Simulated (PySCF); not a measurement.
Electron correlation in Nb⁻ (niobium, charge -1)

[Kr] 4d4 5s2, high-spin 5D determinant. Computed with PySCF 2.14 in aug-cc-pVDZ-PP with ECP28MDF, with scalar relativity through the core potential. Frozen: 4s2 4p6; 6 electrons correlated.

```csv
level,correlation energy (mhartree)
CCSD,-84.92
(T),-5.14
CCSD(T),-90.06
```

Diagnostics: T1 = 0.12, D1 = 0.4191, largest double amplitude 0.094.

T1 exceeds 0.03, a sign that the reference determinant is poor.

Cost of the coupled-cluster step: of the order of 1.5 core-seconds, for 6 correlated electrons.
